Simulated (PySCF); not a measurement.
The geometry has D6h symmetry (within 0.05 Å) and had no frequency check at the DFT level, so a distortion to lower symmetry isn't ruled out.

Delta-SCF ions had no search for a lower state. Excitations are Tamm–Dancoff values on a coarser integration grid. The basis has no diffuse functions, so Rydberg states are missing or too high.

Cartesian coordinates (Å):
```xyz
24

Si    -1.1918     2.0628     1.1992
Si    -1.1944     2.0634    -1.1959
Si     1.1887     2.0649    -1.1982
Si     1.1913     2.0646     1.1969
Si     2.3842     0.0015     1.1954
Si     2.3818     0.0019    -1.1997
Si     1.1918    -2.0629    -1.1992
Si    -1.1913    -2.0645    -1.1969
Si    -2.3842    -0.0015    -1.1953
Si    -2.3819    -0.0019     1.1997
Si    -1.1887    -2.0649     1.1982
Si     1.1945    -2.0634     1.1959
H     -1.8168     3.1448     2.0234
H     -1.8210     3.1459    -2.0182
H      1.8121     3.1482    -2.0220
H      1.8165     3.1474     2.0198
H      3.6353     0.0022     2.0172
H      3.6314     0.0032    -2.0238
H      1.8167    -3.1450    -2.0233
H     -1.8163    -3.1475    -2.0199
H     -3.6354    -0.0024    -2.0170
H     -3.6315    -0.0029     2.0238
H     -1.8122    -3.1482     2.0219
H      1.8211    -3.1458     2.0183
```
Charge 0, multiplicity 1.

Q: Predict the dipole moment, LUMO, vertical ionisation energy (Delta-SCF), S1 excitation (TDA), total energy, HOMO, HOMO–LUMO gap and S1–T1 gap (TDA) from CAM-B3LYP-D3(BJ)/def2-SVP // B3LYP-D3(BJ)/def2-SVP in PySCF.

A: 
The dipole moment is 0.00 D and the LUMO is -0.74 eV. The vertical ionisation energy (Delta-SCF) comes out as 7.82 eV and the S1 excitation (TDA) comes out as 3.96 eV. The total energy is -3480.1399 Ha and the HOMO is -7.38 eV. The HOMO–LUMO gap comes out as 6.65 eV. The S1–T1 gap (TDA) is 0.27 eV.
